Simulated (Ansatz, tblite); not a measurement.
Forces on B3W3 at its PBE-D4/def2-SVP geometry. The state is a doublet with charge 0.

In the def2 sets W takes a core potential; there is no spin–orbit coupling. The xTB rows come from tblite. Another isomer (doublet) lies 0.76 eV lower at PBE0-D4/def2-TZVP; other spin states weren't run for this one.

GFN1-xTB (tblite), largest force 24.19 eV/Å:

```xyz
6
positions Å, forces eV/Å
W     1.653    0.030   -0.420   22.757   -7.810   -2.514
W     0.268    1.608    0.631   -5.378   14.286    7.252
W    -0.515   -0.343   -1.291  -12.488   -0.964   -9.682
B     0.284   -1.681    0.017    0.724   -2.720    2.096
B    -1.495    0.775    0.142   -5.161   -0.069    0.588
B    -0.195   -0.388    0.921   -0.453   -2.723    2.261
```

GFN2-xTB (tblite), largest force 11.90 eV/Å:

```
W 11.358 -3.112 -1.692
W -2.116 7.646 4.650
W -6.900 -1.481 -5.473
B -0.115 -0.361 1.658
B -1.678 -0.245 -0.380
B -0.548 -2.447 1.236
```

PBE-D4/def2-TZVP (Ansatz), largest force 0.34 eV/Å:

```
W -0.165 0.036 0.041
W -0.096 -0.289 -0.147
W 0.104 0.052 0.280
B -0.041 0.163 -0.050
B 0.102 0.060 -0.063
B 0.096 -0.022 -0.062
```
